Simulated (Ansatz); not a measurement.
Consider the homolysis of the Ge–Si bond: `O[SiH](O)[GeH3]` → `[GeH3]`• + `O[SiH]O`•.

Computed with Ansatz on PBE0-D4/def2-TZVP structures; ΔE is electronic, products minus reactants. CCSD(T)/CBS is the MP2 limit (def2-TZVPP, def2-QZVPP) plus CCSD(T) − MP2 in def2-TZVPP, frozen cores. Functionals use def2-TZVPP. No spin–orbit coupling; open shells (•) take unrestricted orbitals. For Ge outer-core shells are correlated without core-valence functions, which leaves a few kJ/mol of doubt a bond. Scalar relativity is left out up to krypton. Each species was taken in one conformer, which may not be the lowest.

```json
{"level": "BHLYP", "ΔE (kJ/mol)": "295.7"}
{"level": "CCSD/def2-SVP", "ΔE (kJ/mol)": "296.3"}
```

Q: What does CCSD(T)/CBS give? (An estimate is asked.)

A: Computed: +328.0 kJ/mol. The listed levels differ from it by -32.3, -31.7 kJ/mol.

Q: What do rigid-rotor, harmonic-oscillator terms from PBE0-D4/def2-TZVP frequencies (298.15 K, 1 bar) make of the CCSD(T)/CBS value? (Best estimate.)

A: The calculation gave: ΔZPE = -12.6 kJ/mol, ΔH = +317.7 kJ/mol, ΔS = 152 J/(mol·K), ΔG = +272.5 kJ/mol. Open shells count their whole term as degenerate.

Largest T1 diagnostic among the species: 0.015.

At CCSD(T), def2-SVP lies −27.1 kJ/mol from the extrapolated value and def2-TZVPP −11.1 kJ/mol: correlation converges slowly with the basis, and small sets miss more of it in the bonded molecule than in its fragments. The D4 term adds +12.8 kJ/mol with B3LYP and +7.1 kJ/mol with PBE0; it sums over pairs of atoms, weighted by their polarisabilities, and B3LYP, whose exchange is more repulsive, gets the larger term. From PBE to PBE0 (25 % exact exchange), in def2-TZVPP and without D4, ΔE moves by +3.9 kJ/mol.

B3LYP here is the variant with VWN-RPA as its local correlation; programs differ in this.
